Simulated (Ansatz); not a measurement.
Consider the ligand exchange at a Ge–S bond: `B[S][GeH3]` + `[CH3][Al]([OH])[F]` → `[CH3][Al]([F])[O][GeH3]` + `BS`.

Gas-phase electronic energies from Ansatz, PBE0-D4/def2-TZVP geometries. CBS: MP2 limit from def2 TZ/QZ plus the TZ coupled-cluster correction, frozen cores. This one scheme is used for every species. DFT in def2-TZVPP. For Ge outer-core shells are correlated without core-valence functions, which leaves a few kJ/mol of doubt a bond. Scalar relativity is left out up to krypton. Each species was taken in one conformer, which may not be the lowest.

`B[S][GeH3]`:

Cartesian coordinates in Å:
```
B -0.085 1.691 0.458
S -1.163 0.611 -0.438
Ge 0.007 -1.300 -0.383
H 0.958 1.315 0.902
H -0.454 2.817 0.596
H 1.354 -1.076 -1.081
H -0.829 -2.345 -1.134
H 0.211 -1.713 1.079
```

`[CH3][Al]([OH])[F]`:

Cartesian coordinates in Å:
```
C 0.944 0.820 -0.244
Al -0.297 -0.544 0.324
O -1.839 -0.642 -0.358
F 0.115 -1.646 1.487
H 0.544 1.816 -0.037
H 1.113 0.765 -1.323
H 1.909 0.729 0.259
H -2.489 -1.298 -0.109
```

`[CH3][Al]([F])[O][GeH3]`:

```xyz
11

C     1.692    1.710    0.493
Al    0.327    0.369    0.755
F    -0.148   -0.011    2.293
O    -0.410   -0.439   -0.515
Ge   -1.603   -1.650   -0.991
H     1.916    1.858   -0.565
H     1.379    2.669    0.915
H     2.617    1.428    1.004
H    -1.132   -3.028   -0.493
H    -1.677   -1.621   -2.525
H    -2.962   -1.284   -0.370
```

`BS`:

```xyz
5

B    -0.361   -0.330   -0.311
S     0.896   -0.058    0.897
H    -0.687   -1.465   -0.475
H    -0.845    0.572   -0.918
H     0.996    1.280    0.807
```

| level | ΔE (kJ/mol) |
| --- | --- |
| PBE-D4 | 15.1 |
| ωB97M-V | 5.3 |
| PBE0 | 11.8 |
| SCS-MP2/def2-TZVPP | -1.8 |

(1) What does CCSD(T)/CBS give? (An estimate is asked.)

Largest T1 diagnostic among the species: 0.015.

Answers

(1) Ansatz gave: +6.4 kJ/mol. The listed levels differ from it by 8.7, -1.1, 5.4, -8.2 kJ/mol.

In def2-TZVPP, CCSD(T) changes the Hartree–Fock value by +13.3 kJ/mol (the triples alone add +2.1 kJ/mol) and MP2 by +17.2 kJ/mol.
